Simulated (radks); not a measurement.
The numbers below are computed, except where a source is named.
Removal energies from the caesium ion Cs11+, [Kr] 4d(3/2: 4, 5/2: 4), by Delta-SCF beside the eigenvalue of the level emptied. Code: a radial shooting solver on a logarithmic mesh with Libxc functionals. Model: Dirac Kohn-Sham, BLYP, spin-unpolarised, spherical densities, finite nucleus; Fermi nuclear charge, rms radius of each element as measured or else 0.836 A^(1/3) + 0.57 fm. Sub-shells are occupied by j as written (lower j first in brackets).

| removed from | final configuration | Delta-SCF (eV) | -eigenvalue (eV) |
|---|---|---|---|
| 4d5/2 | [Kr] 4d(3/2: 4, 5/2: 3) | 263.16 | 249.41 |
| 4d3/2 | [Kr] 4d(3/2: 3, 5/2: 4) | 265.89 | 252.03 |
| 4p3/2 | [Ar] 3d10 4s2 4p(1/2: 2, 3/2: 3) 4d(3/2: 4, 5/2: 4) | 350.04 | 335.44 |
| 4p1/2 | [Ar] 3d10 4s2 4p(1/2: 1, 3/2: 4) 4d(3/2: 4, 5/2: 4) | 365.10 | 350.12 |
